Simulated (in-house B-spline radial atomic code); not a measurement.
The numbers below are computed, except where a source is named.
**Making a Troullier-Martins s channel for Fe, r_c = 0.53 bohr**

Fe, [Ar] 3d6 4s2, non-relativistic PBE, spherical and spin-unpolarised, from a B-spline radial code for spherical atoms (atomic units). The all-electron 3s level is ε = -3.378821 hartree, its outermost node lies just inside 0.34 bohr and its outer maximum at 0.71 bohr.

Inside r_c the pseudo-orbital is u(r) = r^1 exp(p(r)), with p = c0 + c2 r² + c4 r⁴ + … + c12 r¹². The seven coefficients follow from p and its first four derivatives at r_c, from zero curvature of the screened potential at the origin, c4 = −c2²/(2l + 5), and from the norm inside r_c. At r_c the all-electron orbital has P = 0.9982943, P' = 2.981832, the screened potential V = -14.23007, V' = 50.55595, V'' = -222.515, and the norm inside is Q = 0.1393148.

(1) What are p, p' and p'' at r_c?

For a trial c2 the five matching conditions are linear in c0, c6, c8, c10 and c12, and c2 is varied until the norm inside r_c equals Q. The root nearest zero gives:

```tsv
n	c_n
0	1.435136
2	-16.20077
4	-52.493
6	1699.912
8	-9184.6
10	20328.59
12	-16601.82
```

(2) Check c4 and p(r_c), and find the screened pseudopotential at the origin.

Orbitals and screened potentials:

| r (bohr) | P | u | V all-electron | V pseudo |
| --- | --- | --- | --- | --- |
| 0.053 | 0.2513 | 0.2126 | -406.2 | -51.66 |
| 0.132 | -0.4957 | 0.4148 | -129.2 | -42.26 |
| 0.212 | -0.6218 | 0.4362 | -66.14 | -12.64 |
| 0.292 | -0.2492 | 0.4044 | -40.32 | 17.08 |
| 0.371 | 0.2515 | 0.4709 | -27.01 | 28.01 |
| 0.45 | 0.6887 | 0.7063 | -19.13 | 4.298 |
| 0.53 | 0.9983 | 0.9983 | -14.23 | -14.23 |

Logarithmic derivatives P'/P at R = 0.83 bohr, for energies E around ε:

| E − ε (hartree) | all-electron | pseudo |
| --- | --- | --- |
| -0.5 | -0.44614 | -0.448185 |
| -0.25 | -0.63681 | -0.637365 |
| -0.1 | -0.755639 | -0.755726 |
| 0 | -0.836813 | -0.836804 |
| 0.1 | -0.919618 | -0.919712 |
| 0.25 | -1.04702 | -1.04769 |
| 0.5 | -1.26841 | -1.27143 |

(3) With P(R) = 1.16813 and a norm of 0.5593184 inside R, what slope in energy does norm conservation fix?

Results:

(1) p = ln(P/r_c^1) = ln(0.9982943/0.53) = 0.63317. p' = P'/P − 1/r_c = 2.98693 − 1.88679 = 1.10013. The radial equation gives p'' = 2(V − ε) − 2(1) p'/r_c − p'² = -21.70250 − (4.15145) − 1.21029 = -27.06424. Differentiating, p''' = 2V' + 2(1)p'/r_c² − 2(1)p''/r_c − 2p'p'' = 270.62, and p'''' = 2V'' − 4(1)p'/r_c³ + 4(1)p''/r_c² − 2(1)p'''/r_c − 2p''² − 2p'p''' = -3941.6.

(2) −c2²/5 = -52.493, as listed. The terms c_n r_c^n are 1.43514, -4.55080, -4.14195, 37.67746, -57.18303, 35.55215, -8.15579, which sum to 0.63317. Inverting the radial equation, V_l(r) = ε + 1 p'/r + (p'' + p'²)/2, so V_l(0) = ε + (2l + 3) c2 = -3.378821 + 3 × (-16.2008) = -51.9811 hartree, finite where the all-electron potential diverges.

(3) d(P'/P)/dE = −2 × (norm inside R)/P(R)² = -0.8198 per hartree·bohr at E = ε, for both atoms, since orbital and norm agree at R. Differences over ±0.1 hartree give -0.8199 (all-electron) and -0.8199 (pseudo), which also hold third-order terms. Half a hartree below ε the two curves differ by -0.0020.
